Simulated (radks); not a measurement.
All-electron atom: Dy35+ in [Ar] 3d10 4s2 4p1 (the NIST ground configuration).

All-electron calculation, scalar-relativistic Kohn-Sham, PBE, spin-polarised, spherical densities, finite nucleus; open shells are filled with parallel spins first (spin-orbit coupling, left out, can overturn this in heavy ions); Fermi nuclear charge, rms radius 5.2218 fm. Program: a radial shooting solver on a logarithmic mesh with Libxc functionals.

Energy parts (eV):
part                      energy
total                 -311537.61
kinetic                337465.84
electron-nucleus      -713257.38
Hartree                 69961.25
exchange-correlation    -5707.31

Orbitals (lengths in bohr, moments of r in powers of bohr):
orbital  occ.  eigenvalue (eV)      <r>
1s up       1        -55109.03  0.02112
1s down     1        -55108.21  0.02112
2s up       1        -10368.29  0.08963
2s down     1        -10367.85  0.08963
2p up       3        -9366.523  0.07929
2p down     3        -9365.810  0.07929
3s up       1        -3352.870   0.2310
3s down     1        -3351.984   0.2310
3p up       3        -3044.337   0.2289
3p down     3        -3043.339   0.2289
3d up       5        -2657.842   0.2067
3d down     5        -2656.928   0.2066
4s up       1        -1579.644   0.4669
4s down     1        -1574.497   0.4669
4p up       1        -1463.338   0.4774
4p down     0        -1458.222   0.4774
4d up       0        -1314.702   0.4752
4d down     0        -1309.851   0.4752
4f up       0        -1168.200   0.4451
4f down     0        -1164.137   0.4445
5s up       0        -919.5320   0.7883
5s down     0        -917.0066   0.7889
5p up       0        -865.0239   0.8105
5p down     0        -862.5465   0.8112

The highest occupied level is 4p up at -1463.3 eV. The density falls to 0.001 e/bohr^3 at r = 1.10 bohr. Spin moment in Bohr magnetons: 1.
